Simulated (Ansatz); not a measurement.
Gas-phase electronic energies from Ansatz, PBE0-D4/def2-TZVP geometries. CCSD(T)/CBS adds triple-zeta CCSD(T) − MP2 to the extrapolated MP2 energy (def2 sets, frozen cores). This one scheme is used for every species. DFT in def2-TZVPP. For Ga, Zn outer-core shells are correlated without core-valence functions, which leaves a few kJ/mol of doubt a bond. Scalar relativity is left out up to krypton. Each species was taken in one conformer, which may not be the lowest.

`C#[C][ZnH]` + `CO[CH2][GaH2]` → `CO[CH2][GaH][ZnH]` + `C#C`  (formal exchange of groups at a Zn–C bond)

`C#[C][ZnH]`:

```xyz
5

C    -1.308    0.827   -0.273
C    -0.301    0.190   -0.060
Zn    1.266   -0.801    0.266
H    -2.195    1.388   -0.462
H     2.538   -1.605    0.529
```

`CO[CH2][GaH2]`:

Z-matrix (Å, degrees):
```
C
O 1 1.403
H 1 1.091 2 107.8
H 1 1.098 2 111.1 3 119.6
H 1 1.099 2 111.1 3 -119.5
C 2 1.419 1 113.1 3 179.9
Ga 6 1.992 2 99.8 1 180.0
H 6 1.099 2 110.7 1 59.7
H 6 1.099 2 110.7 1 -59.7
H 7 1.571 6 119.6 2 85.6
H 7 1.571 6 119.9 2 -90.2
```

`CO[CH2][GaH][ZnH]`:

```xyz
12

C     1.669    0.358   -0.062
O     1.073   -0.855   -0.401
C     0.077   -1.233    0.528
Ga   -1.645   -0.206    0.390
Zn   -2.019    1.469   -1.364
H     2.402    0.602   -0.832
H     2.175    0.304    0.913
H     0.926    1.173   -0.010
H     0.476   -1.221    1.555
H    -0.173   -2.279    0.312
H    -2.735   -0.665    1.450
H    -2.227    2.551   -2.480
```

`C#C`:

```xyz
4

C    -0.469   -0.243   -0.281
C     0.469    0.243    0.281
H    -1.305   -0.675   -0.780
H     1.305    0.675    0.780
```

```
         level  ΔE (kJ/mol)
        PBE-D4         -6.3
       BLYP-D4         -4.8
    r2SCAN0-D4          6.1
      BHLYP-D4          3.5
  CAM-B3LYP-D4          8.3
       ωB97X-V         12.3
   HF/def2-SVP         18.7
MP2/def2-QZVPP         13.9
```

Task: What does CCSD(T)/CBS give? (Estimate.)

Result: The calculation gave: +2.4 kJ/mol. The listed levels differ from it by -8.7, -7.2, 3.7, 1.1, 5.9, 9.9, 16.3, 11.5 kJ/mol.

Largest T1 diagnostic among the species: 0.016.

At CCSD(T), def2-SVP lies +7.5 kJ/mol from the extrapolated value and def2-TZVPP +11.3 kJ/mol. Leaving LDA and LC-ωPBE aside and taking each functional with its dispersion term where it has one, the values spread over 18.6 kJ/mol, from PBE-D4 to ωB97X-V. From BLYP to BHLYP (50 % exact exchange), in def2-TZVPP and without D4, ΔE moves by +8.8 kJ/mol.
